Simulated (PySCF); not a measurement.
## TeH⁻: frontier orbitals

PBE0 at R = 1.674 Å; Te def2-SVPD with ECP28, H def2-SVPD; scalar-relativistic core potentials (PySCF 2.14). State: ¹Σ⁺ (singlet), closed shell. Only the outer orbitals are listed, counted within each symmetry, core potentials removing the inner ones.

```
orbital  occ.  ε (eV)  on Te (%)           main shells (%)
     4σ     2  -10.66         90           88 Te s, 11 H s
     5σ     2   -3.76         63  51 Te p, 37 H s, 10 Te s
     3π     2   -0.28         98                   98 Te p
     3π     2   -0.28         98                   98 Te p
     6σ     0    4.39         97          74 Te p, 16 Te s
     7σ     0    4.54        103          69 Te s, 30 Te p
     4π     0    4.80        100                  100 Te p
```

Question: Which are the highest filled and the lowest empty level, where do they sit, and how wide is the gap?

Answer: Highest filled 3π at -0.28 eV (in %: 98 Te p); lowest empty 6σ at 4.39 eV (in %: 74 Te p, 16 Te s); the gap at PBE0 is 4.67 eV. An empty level above zero is unbound, and its energy depends on the basis.

| Quantity | Value |
| --- | --- |
| bond order (Mayer) | 1.15 |
| ⟨S²⟩ | 0.000 |
| charge on Te (Mulliken, basis-dependent) | -0.95 |
| charge on Te (Löwdin, basis-dependent) | -0.52 |
| dipole moment (positive dipole points towards H; it is taken about the centre of mass and depends on that origin) | -0.35 D |
| polarisability along the bond | 69.1 bohr³ |
| polarisability across the bond | 88.0 bohr³ |

Shares are Mulliken populations and can fall outside 0 to 100 %.

Spin–orbit coupling is left out.
